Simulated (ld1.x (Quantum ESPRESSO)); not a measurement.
# argon: variants of one TM potential

Base potential:

* Element: Ar
* Generator: ld1.x (Quantum ESPRESSO) 7.5
* Type: norm-conserving Troullier–Martins (Kleinman–Bylander form)
* Functional: PBEsol
* Relativity: scalar-relativistic
* Frozen core: [Ne]
* Valence charge: 8
* Reference configuration: 3s2 3p5 (charge +1)
* Partial waves: 3p (bound): rc 1.40 bohr; 3d channel at 0.1 Ry: rc 1.30 bohr; 3s (bound): rc 0.90 bohr
* Local potential: the s channel
* Core correction: Bessel-smoothed model core inside 0.90 bohr

Cutoffs, loose and tight: the cutoffs (Ry, on a coarse ladder) from which the occupation-weighted sum of valence levels, in a spherical-Bessel basis at the reference potential, stays within 10 and 1 mRy of its value at 400 Ry. They do not see the model core or the augmentation charge, which bear on the density cutoff. Test errors are all-electron minus pseudo excitation energies from the reference, over the configurations 3s2 3p6; 3s2 3p4; 3s2 3p3; 3s1 3p6; 3s2 3p2; 3s2 3p5.5. A dash means not determined; rows that change the core or the reference have their own tests.

Cutoffs are not given where the Bessel-basis levels miss the radial ones by over 6 mRy, ghosts where they miss by over 20 mRy; a channel whose overlap is not positive is not tested.

```csv
change,outcome,"cutoff, loose","cutoff, tight",bound ghosts,largest test error (meV)
base,generated,160 Ry,300 Ry,none,+204
"all radii but the core radius scaled by about 0.76 (s 0.68, p 1.06, d 1.00 bohr)",generated,–,–,not determined,+530
"all radii but the core radius scaled by about 0.85 (s 0.76, p 1.20, d 1.10 bohr)",generated,over 300 Ry,over 300 Ry,none,+301
"all radii but the core radius scaled by about 0.93 (s 0.84, p 1.30, d 1.20 bohr)",generated,160 Ry,300 Ry,none,+227
"all radii but the core radius scaled by about 1.06 (s 0.94, p 1.48, d 1.38 bohr)",generated,140 Ry,260 Ry,none,+184
"all radii but the core radius scaled by about 1.14 (s 1.04, p 1.60, d 1.48 bohr)",generated,70 Ry,140 Ry,none,+153
"all radii but the core radius scaled by about 1.20 (s 1.08, p 1.68, d 1.56 bohr)",generated,70 Ry,100 Ry,none,+138
"all radii but the core radius scaled by about 1.33 (s 1.20, p 1.86, d 1.72 bohr)",generated,70 Ry,90 Ry,none,+115
"all radii but the core radius scaled by about 1.38 (s 1.24, p 1.94, d 1.80 bohr)",generated,60 Ry,90 Ry,none,+107
```

Reading the sweep of the scale of all radii but the core radius (base = 1) (base included, trends over the rows without a ghost): The loose cutoff falls from 160 Ry at 0.93 to 60 Ry at 1.38. A larger radius leaves more room for a smooth pseudo-wave, so fewer plane waves are needed; a smaller one forces it to follow the all-electron wave where it bends sharply. The median size of the test errors (rows with all tests solved) falls from 15.5 meV at 0.85 to 6.2 meV at 1.38. This runs against the usual rule that a larger radius transfers worse; these runs do not show why.
